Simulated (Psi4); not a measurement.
Dimer: SiH4 (SMILES [SiH4]) (first 5 atoms) with C2H6 (SMILES CC); geometry from B3LYP-D3(BJ)/def2-TZVP, rigid monomers moved along the line of their centres of mass till Si1···C7 is 5.25 Å.
(charge 0, multiplicity 1):
```xyz
13

Si    -0.262    -0.058     0.218
H     -0.050     1.274     0.826
H     -1.646    -0.509     0.485
H      0.694    -1.024     0.803
H     -0.044     0.027    -1.244
C      1.054     0.293     5.657
C     -0.394    -0.147     5.461
H      1.550     0.463     4.700
H      1.628    -0.462     6.196
H      1.112     1.222     6.227
H     -0.969     0.609     4.922
H     -0.891    -0.316     6.419
H     -0.453    -1.077     4.892
```

Computed with Psi4 with SAPT0/jun-cc-pV(D+d)Z.

Which attractive term is largest, and how does the interaction split up?

electrostatics -0.1, exchange 0.0, induction 0.0, dispersion -0.7, total -0.7 kJ/mol; the largest attraction is dispersion.
